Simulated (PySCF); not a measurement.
tert-butylarsine (C4H11As), singlet, geometry from GFN2-xTB; B3LYP5/STO-3G in PySCF.

The PySCF input:
```python
from pyscf import gto, scf, dft

mol = gto.M(
    atom='''
C    -0.833161    1.276581    1.243048
C    -0.733443    0.023515    0.382388
C    -0.870086   -1.218516    1.259273
C    -1.837038    0.031185   -0.672247
As    1.042496   -0.079695   -0.573454
H    -1.796916    1.318046    1.752348
H    -0.733185    2.173158    0.630401
H    -0.047782    1.287334    1.999518
H    -0.797860   -2.124037    0.653878
H    -1.830961   -1.228024    1.774634
H    -0.078283   -1.244201    2.009854
H    -1.774793   -0.861438   -1.297578
H    -1.743177    0.907529   -1.315828
H    -2.822195    0.053059   -0.205390
H     1.023616    1.364497   -0.993214
H     1.841532    0.307412    0.640603
''',
    basis='sto-3g',
    charge=0,
    spin=0,
    verbose=4,
)

mf = dft.RKS(mol)
mf.xc = 'b3lyp5'
mf.grids.atom_grid = (99, 590)
mf.grids.prune = None
mf.kernel()
```

Output, abridged:

```
PySCF version 2.14.0

[INPUT] verbose = 4
[INPUT] num. atoms = 16
[INPUT] num. electrons = 68
[INPUT] charge = 0
[INPUT] spin (= nelec alpha-beta = 2S) = 0
[INPUT] symmetry False subgroup None
[INPUT] Mole.unit = angstrom
[INPUT] Symbol           X                Y                Z      unit          X                Y                Z       unit  Magmom
[INPUT]  1 C     -0.833161000000   1.276581000000   1.243048000000 AA   -1.574446107669   2.412388465823   2.349020279688 Bohr   0.0
[INPUT]  2 C     -0.733443000000   0.023515000000   0.382388000000 AA   -1.386006397979   0.044436909819   0.722608593320 Bohr   0.0
[INPUT]  3 C     -0.870086000000  -1.218516000000   1.259273000000 AA   -1.644224244818  -2.302661518401   2.379681086059 Bohr   0.0
[INPUT]  4 C     -1.837038000000   0.031185000000  -0.672247000000 AA   -3.471498700419   0.058931109195  -1.270362718060 Bohr   0.0
[INPUT]  5 As     1.042496000000  -0.079695000000  -0.573454000000 AA    1.970031925955  -0.150601723497  -1.083671005036 Bohr   0.0
[INPUT]  6 H     -1.796916000000   1.318046000000   1.752348000000 AA   -3.395679108849   2.490745959578   3.311457794929 Bohr   0.0
[INPUT]  7 H     -0.733185000000   2.173158000000   0.630401000000 AA   -1.385518848639   4.106673445408   1.191285238652 Bohr   0.0
[INPUT]  8 H     -0.047782000000   1.287334000000   1.999518000000 AA   -0.090294893684   2.432708690841   3.778541401138 Bohr   0.0
[INPUT]  9 H     -0.797860000000  -2.124037000000   0.653878000000 AA   -1.507736885745  -4.013848208443   1.235650338878 Bohr   0.0
[INPUT] 10 H     -1.830961000000  -1.228024000000   1.774634000000 AA   -3.460014834760  -2.320629034393   3.353572231341 Bohr   0.0
[INPUT] 11 H     -0.078283000000  -1.244201000000   2.009854000000 AA   -0.147933430209  -2.351199133910   3.798073610362 Bohr   0.0
[INPUT] 12 H     -1.774793000000  -0.861438000000  -1.297578000000 AA   -3.353872697795  -1.627881893293  -2.452067045261 Bohr   0.0
[INPUT] 13 H     -1.743177000000   0.907529000000  -1.315828000000 AA   -3.294127116641   1.714981260100  -2.486554547034 Bohr   0.0
[INPUT] 14 H     -2.822195000000   0.053059000000  -0.205390000000 AA   -5.333175620117   0.100266978443  -0.388130848724 Bohr   0.0
[INPUT] 15 H      1.023616000000   1.364497000000  -0.993214000000 AA    1.934353896723   2.578525627791  -1.876902443084 Bohr   0.0
[INPUT] 16 H      1.841532000000   0.307412000000   0.640603000000 AA    3.479991129623   0.580924487405   1.210564224575 Bohr   0.0

nuclear repulsion = 368.478219095663
number of shells = 31
number of NR pGTOs = 147
number of NR cGTOs = 49
basis = sto-3g
ecp = {}

******** <class 'pyscf.dft.rks.RKS'> ********
method = RKS
initial guess = minao
damping factor = 0
level_shift factor = 0
DIIS = <class 'pyscf.scf.diis.CDIIS'>
diis_start_cycle = 1
diis_space = 8
diis_damp = 0
SCF conv_tol = 1e-09
SCF conv_tol_grad = None
SCF max_cycles = 50
direct_scf = True
direct_scf_tol = 1e-13
XC library pyscf.dft.libxc version 7.1.2
    S. Lehtola, C. Steigemann, M. J. T. Oliveira, and M. A. L. Marques,  SoftwareX 7, 1–5 (2018)
XC functionals = b3lyp5
    P. A. M. Dirac,  Math. Proc. Cambridge Philos. Soc. 26, 376 (1930)
    F. Bloch,  Z. Phys. 57, 545 (1929)
    A. D. Becke,  Phys. Rev. A 38, 3098 (1988)
    C. Lee, W. Yang, and R. G. Parr,  Phys. Rev. B 37, 785 (1988)
    B. Miehlich, A. Savin, H. Stoll, and H. Preuss,  Chem. Phys. Lett. 157, 200 (1989)
    S. H. Vosko, L. Wilk, and M. Nusair,  Can. J. Phys. 58, 1200 (1980)
radial grids:
    Treutler-Ahlrichs [JCP 102, 346 (1995); DOI:10.1063/1.469408] (M4) radial grids

becke partition: Becke, JCP 88, 2547 (1988); DOI:10.1063/1.454033
pruning grids: None
grids dens level: 3
symmetrized grids: False
atomic radii adjust function: <function treutler_atomic_radii_adjust>
User specified grid scheme (99, 590)
small_rho_cutoff = 0
Set gradient conv threshold to 3.16228e-05
Initial guess from minao.
tot grids = 934560
init E= -2364.95933982152
  HOMO = -0.455147227350262  LUMO = -0.131356739180604  gap/eV = 8.81079
cycle= 1 E= -2367.39170485233  delta_E= -2.43  |g|= 0.491  |ddm|= 4.57
  HOMO = -0.0587199822185829  LUMO = 0.27014118572035  gap/eV = 8.94877
cycle= 2 E= -2367.45622910916  delta_E= -0.0645  |g|= 0.319  |ddm|= 1.55
  HOMO = -0.15522231573445  LUMO = 0.207919387713628  gap/eV = 9.88159
cycle= 3 E= -2367.50062029302  delta_E= -0.0444  |g|= 0.0553  |ddm|= 0.657
  HOMO = -0.162680204889506  LUMO = 0.195931000976996  gap/eV = 9.75831
cycle= 4 E= -2367.50146976019  delta_E= -0.000849  |g|= 0.0169  |ddm|= 0.0912
  HOMO = -0.163100527348826  LUMO = 0.197627129370859  gap/eV = 9.81590
cycle= 5 E= -2367.5015673433  delta_E= -9.76e-05  |g|= 0.0023  |ddm|= 0.0304
  HOMO = -0.16287059858952  LUMO = 0.197669334044714  gap/eV = 9.81079
cycle= 6 E= -2367.50156932479  delta_E= -1.98e-06  |g|= 0.000684  |ddm|= 0.00485
  HOMO = -0.16288017775844  LUMO = 0.197699099336505  gap/eV = 9.81186
cycle= 7 E= -2367.50156947871  delta_E= -1.54e-07  |g|= 5.78e-05  |ddm|= 0.00104
  HOMO = -0.162878219020871  LUMO = 0.197697003094736  gap/eV = 9.81175
cycle= 8 E= -2367.50156948005  delta_E= -1.34e-09  |g|= 3.97e-06  |ddm|= 0.000109
  HOMO = -0.162878038131676  LUMO = 0.197697092287157  gap/eV = 9.81175
cycle= 9 E= -2367.50156948006  delta_E= -1.23e-11  |g|= 3.4e-07  |ddm|= 9.2e-06
  HOMO = -0.16287802793733  LUMO = 0.197697064786426  gap/eV = 9.81175
Extra cycle  E= -2367.50156948005  delta_E= 4.55e-12  |g|= 1.62e-07  |ddm|= 1.03e-06
converged SCF energy = -2367.50156948005
```
